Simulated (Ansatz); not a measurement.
A geometry optimisation of C3H3N3S with PBE-D3(BJ)/def2-SVP

The starting geometry of this gas-phase singlet was optimised with GFN2-xTB; its bonds are those of `C=Nc1ncsn1`.

```xyz
10

C    -1.3012   -2.8709    2.4489
C    -1.0526   -2.3098    0.2337
C    -2.1814   -2.8290   -1.5355
N    -0.8516   -2.0964    1.5664
N    -2.2230   -2.8193   -0.2513
N    -0.1454   -1.9425   -0.6412
S    -0.6769   -2.2230   -2.1457
H    -1.8119   -3.8118    2.2415
H    -1.1596   -2.5890    3.4821
H    -2.9752   -3.1745   -2.1653
```

Question: Where would you expect an optimisation with PBE-D3(BJ)/def2-SVP to take it?

Answer: It keeps its bonds, and is `C=Nc1ncsn1`.

The energy falls by 0.21 eV over 13 steps:

```json
{"step": "1", "E − E(last) (eV)": "0.205"}
{"step": "2", "E − E(last) (eV)": "0.063"}
{"step": "4", "E − E(last) (eV)": "0.017"}
{"step": "5", "E − E(last) (eV)": "0.011"}
{"step": "6", "E − E(last) (eV)": "0.005"}
{"step": "8", "E − E(last) (eV)": "0.001"}
{"step": "9", "E − E(last) (eV)": "0.001"}
{"step": "10", "E − E(last) (eV)": "0.000"}
{"step": "12", "E − E(last) (eV)": "0.000"}
{"step": "13", "E − E(last) (eV)": "0.000"}
```

Final geometry (Å):

```xyz
10

C    -1.3433   -2.8390    2.4448
C    -0.9533   -2.3445    0.2303
C    -2.1503   -2.9223   -1.5161
N    -0.5963   -2.2622    1.5755
N    -2.0797   -3.0194   -0.2162
N    -0.1679   -1.7414   -0.6647
S    -0.8211   -1.9959   -2.1763
H    -2.2653   -3.4042    2.1802
H    -1.0558   -2.7716    3.5116
H    -2.9459   -3.3656   -2.1355
```

No frequencies were run, so the end isn't proven a minimum. Run with Ansatz 0.2.0, 26 s on 2 threads of Intel(R) Xeon(R) Processor @ 2.70GHz (shared host).
